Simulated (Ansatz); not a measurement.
Cost and result for the atomization energy of CH4F2OSi2, SMILES `OC1[SiH2][Si]1(F)F` (10 atoms, 10 bonds).

```xyz
10

O     0.306   -1.971   -0.042
C     0.462   -0.588   -0.028
Si   -0.462    0.778    1.027
Si   -0.166    0.695   -1.199
F    -1.447    0.371   -2.074
F     0.862    1.428   -2.159
H     0.501   -2.316    0.834
H     1.517   -0.254    0.084
H    -1.855    0.441    1.414
H     0.282    1.416    2.142
```

Total charge 0; spin multiplicity 1. Geometry: relaxed with PBE0-D4/def2-TZVP. It is one conformer, not always the lowest. Program: Ansatz. All runs use 4 threads of an Arm Neoverse V2 on a shared host. Times are those of one run each, without the atoms' runs, and a repeat can differ threefold. Electronic energies, without spin–orbit coupling; frozen cores. CCSD(T)/CBS adds CCSD(T) − MP2 in def2-TZVPP to the MP2 limit, and its time is that of the two runs behind it. T1 = 0.013. B3LYP takes the VWN-RPA correlation (the form of Gaussian; ORCA's B3LYP/G).

CCSD(T)/CBS is a level of theory with its own doubt, some kJ/mol a heavy atom from the limit and from the frozen cores, so smaller differences don't rank the functionals.

```json
{"level": "PBE-D4/def2-TZVPP (with forces)", "functions": "264", "wall time": "2.3 s"}
{"level": "PBE0-D4/def2-TZVPP", "functions": "264", "wall time": "3.2 s"}
{"level": "r2SCAN-D4/def2-TZVPP (with forces)", "functions": "264", "wall time": "4.6 s"}
{"level": "B3LYP-D4/def2-TZVPP (with forces)", "functions": "264", "wall time": "4.7 s"}
{"level": "B2PLYP/def2-TZVPP", "functions": "264", "wall time": "6 s"}
{"level": "ωB97X-V/def2-TZVPP", "functions": "264", "wall time": "8 s"}
{"level": "ωB97M-V/def2-TZVPP (with forces)", "functions": "264", "wall time": "12 s"}
{"level": "MP2/def2-QZVPP", "functions": "488", "wall time": "23 s"}
{"level": "CCSD(T)/def2-TZVPP", "functions": "264", "wall time": "3.9 min"}
{"level": "CCSD(T)/CBS(def2)", "functions": "–", "wall time": "4.3 min"}
```

What atomization energy does each give, and how far from CCSD(T)/CBS? (Estimate.)

Computed: 
```json
{"level": "PBE-D4/def2-TZVPP (with forces)", "atomization (kJ/mol)": "3781.0", "difference from CCSD(T)/CBS": "66.9", "per bond": "6.7"}
{"level": "PBE0-D4/def2-TZVPP", "atomization (kJ/mol)": "3684.7", "difference from CCSD(T)/CBS": "-29.4", "per bond": "-2.9"}
{"level": "r2SCAN-D4/def2-TZVPP (with forces)", "atomization (kJ/mol)": "3720.9", "difference from CCSD(T)/CBS": "6.8", "per bond": "0.7"}
{"level": "B3LYP-D4/def2-TZVPP (with forces)", "atomization (kJ/mol)": "3675.4", "difference from CCSD(T)/CBS": "-38.7", "per bond": "-3.9"}
{"level": "B2PLYP/def2-TZVPP", "atomization (kJ/mol)": "3646.9", "difference from CCSD(T)/CBS": "-67.2", "per bond": "-6.7"}
{"level": "ωB97X-V/def2-TZVPP", "atomization (kJ/mol)": "3720.3", "difference from CCSD(T)/CBS": "6.2", "per bond": "0.6"}
{"level": "ωB97M-V/def2-TZVPP (with forces)", "atomization (kJ/mol)": "3709.7", "difference from CCSD(T)/CBS": "-4.4", "per bond": "-0.4"}
{"level": "MP2/def2-QZVPP", "atomization (kJ/mol)": "3775.3", "difference from CCSD(T)/CBS": "61.2", "per bond": "6.1"}
{"level": "CCSD(T)/def2-TZVPP", "atomization (kJ/mol)": "3591.5", "difference from CCSD(T)/CBS": "-122.6", "per bond": "-12.3"}
{"level": "CCSD(T)/CBS(def2)", "atomization (kJ/mol)": "3714.1", "difference from CCSD(T)/CBS": "0.0", "per bond": "0.0"}
```

From PBE to PBE0 (25 % exact exchange), in def2-TZVPP and without D4, the atomization energy moves by −92.6 kJ/mol: exact exchange takes away binding that semilocal exchange gives to molecules. The D4 term adds +38.6 kJ/mol with B3LYP and +20.1 kJ/mol with PBE0; it sums over pairs of atoms, weighted by their polarisabilities, and B3LYP, whose exchange is more repulsive, gets the larger term. In def2-TZVPP, CCSD(T) changes the Hartree–Fock value by +988.2 kJ/mol (the triples alone add +67.0 kJ/mol) and MP2 by +1097.7 kJ/mol; breaking electron pairs costs correlation energy, which Hartree–Fock lacks.
